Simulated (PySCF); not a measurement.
Relaxation of singlet [BrI2]+

Level of theory: PySCF, PBE0, basis Br def2-TZVP, I def2-TZVP with ECP28 (scalar-relativistic core potentials, no spin–orbit coupling, density fitting). A (50,194) grid was used.

A hand-made bent start, of C2v symmetry, held to at least that symmetry:

Coordinates in bohr (charge 1 multiplicity 1):
```
Br    0.0000    0.0000   -2.0014
I     3.7469    0.0000    0.6223
I    -3.7469    0.0000    0.6223
```

Optimiser trace:
| step | E − E(last) (kJ/mol) | largest gradient (Eh/bohr) |
| --- | --- | --- |
| 0 | 6.86 | 0.02227 |
| 1 | 0.52 | 0.00428 |
| 2 | 0.09 | 0.00111 |
| 3 | 0.03 | 0.00066 |
| 4 | 0.01 | 0.00054 |
| 5 | 0.00 | 0.00017 |

It ends at C2v with Br–I 2.493 Å (×2); I–Br–I 110.3° (after a last refinement on a finer grid). A frequency run shows a minimum. Other isomers or separated fragments may lie lower.

Final geometry:
Z-matrix (Å, degrees; charge 1 multiplicity 1):
```
Br
I  1 2.4926
I  1 2.4926 2 110.29
```

The relaxation took about 2.4 core-minutes on a shared host.
